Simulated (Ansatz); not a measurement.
Reaction (redistribution): `CO[SiH](O)O` + `[NH2][SbH][SH]` → `CO[Si](N)(O)O` + `[SH][SbH2]`

Isolated molecules relaxed with PBE0-D4/def2-TZVP in Ansatz; ΔE leaves out vibrations. CCSD(T)/CBS adds triple-zeta CCSD(T) − MP2 to the extrapolated MP2 energy (def2 sets, frozen cores). Functionals use def2-TZVPP. B3LYP here is the variant with VWN-RPA as its local correlation; programs differ in this. Elements past krypton have def2 core potentials. For Sb outer-core shells are correlated without core-valence functions, which leaves a few kJ/mol of doubt a bond. One conformer a species, not always the lowest.

**Question.** Is it downhill or uphill in electronic energy at CCSD(T)/CBS, and by how much? (An estimate is asked.)

**Answer.** The calculation gave: Downhill: ΔE = -0.82 eV.

**Question.** What do these levels give: ωB97M-V, B3LYP, HF/def2-TZVPP, SCS-MP2/def2-TZVPP, CCSD/def2-TZVPP, SCS-MP2/def2-QZVPP? (An estimate is asked.)

**Answer.** The calculation gave: ωB97M-V -0.88, B3LYP -0.81, HF/def2-TZVPP -0.94, SCS-MP2/def2-TZVPP -0.81, CCSD/def2-TZVPP -0.90, SCS-MP2/def2-QZVPP -0.78 eV.

Largest T1 diagnostic among the species: 0.013.

In def2-TZVPP, CCSD(T) changes the Hartree–Fock value by +0.08 eV (the triples alone add +0.03 eV) and MP2 by +0.12 eV. From PBE to PBE0 (25 % exact exchange), in def2-TZVPP and without D4, ΔE moves by −0.10 eV.
